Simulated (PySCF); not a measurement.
# `[C@]12(O[SiH2]F)CC[C@H]1C2`, C5H9FOSi

Molfile (atoms numbered from 1):
```
C5H9FOSi
     RDKit          3D

 17 18  0  0  0  0  0  0  0  0999 V2000
    2.5042   -1.3493   -1.4859 F   0  0  0  0  0  0  0  0  0  0  0  0
    2.5881   -0.0694   -0.5099 Si  0  0  0  0  0  4  0  0  0  0  0  0
    1.4099   -0.1308    0.5837 O   0  0  0  0  0  0  0  0  0  0  0  0
    0.0431   -0.0671    0.5153 C   0  0  2  0  0  0  0  0  0  0  0  0
   -0.8285   -1.1433   -0.1239 C   0  0  0  0  0  0  0  0  0  0  0  0
   -1.7730   -0.0345   -0.6358 C   0  0  0  0  0  0  0  0  0  0  0  0
   -0.8661    1.0186   -0.0088 C   0  0  1  0  0  0  0  0  0  0  0  0
   -0.7563    0.7564    1.4708 C   0  0  0  0  0  0  0  0  0  0  0  0
    2.5000    1.0506   -1.4326 H   0  0  0  0  0  0  0  0  0  0  0  0
    3.7558   -0.2194    0.3264 H   0  0  0  0  0  0  0  0  0  0  0  0
   -0.3106   -1.6677   -0.9227 H   0  0  0  0  0  0  0  0  0  0  0  0
   -1.2559   -1.8688    0.5675 H   0  0  0  0  0  0  0  0  0  0  0  0
   -1.8172    0.0216   -1.7206 H   0  0  0  0  0  0  0  0  0  0  0  0
   -2.7860   -0.0619   -0.2348 H   0  0  0  0  0  0  0  0  0  0  0  0
   -0.6346    1.9770   -0.4418 H   0  0  0  0  0  0  0  0  0  0  0  0
   -1.5862    0.3170    2.0057 H   0  0  0  0  0  0  0  0  0  0  0  0
   -0.1937    1.4831    2.0373 H   0  0  0  0  0  0  0  0  0  0  0  0
  1  2  1  0
  2  3  1  0
  4  3  1  1
  4  5  1  0
  5  6  1  0
  6  7  1  0
  7  8  1  0
  7  4  1  0
  8  4  1  0
  2  9  1  0
  2 10  1  0
  5 11  1  0
  5 12  1  0
  6 13  1  0
  6 14  1  0
  7 15  1  1
  8 16  1  0
  8 17  1  0
M  END
```

Theory: TDDFT LC-wPBE/def2-SVPD circular dichroism and optical rotation, one conformer, gas phase (PySCF 2.14.0). Geometry: GFN2-xTB.

The molecule is flexible and this is one conformer; a measurement averages over conformers.

Stereocentres: C4 S, C7 S.

Task: What is the specific rotation at 633, 589.3, 546, 436, 405, 365, 355 nm?

Result: [α] in deg dm⁻¹ (g/mL)⁻¹:
```
λ (nm)  origin-invariant length gauge  modified velocity gauge  length gauge (centre of mass)  isotropic polarisability (au)
   633                          -47.9                    -47.1                          -49.5                           79.0
 589.3                          -55.9                    -55.0                          -57.7                           79.2
   546                          -66.1                    -65.0                          -68.3                           79.5
   436                         -110.3                   -108.2                         -113.8                           80.6
   405                         -131.4                   -128.9                         -135.6                           81.2
   365                         -169.8                   -166.4                         -175.1                           82.1
   355                         -182.3                   -178.5                         -187.9                           82.4
```

Task: And for the mirror image at 589.3 nm?

Result: +55.9 deg dm⁻¹ (g/mL)⁻¹ (origin-invariant length gauge): the same size and the opposite sign.

Task: What is the molar rotation [Φ] = [α]·M/100 of the geometry above at 589.3 nm?

Result: With M = 132.21 g/mol, -73.9 deg cm² dmol⁻¹ (origin-invariant length gauge).

The first excitation lies at 7.78 eV (159 nm) with R = +3.0 × 10⁻⁴⁰ esu² cm² (velocity form).
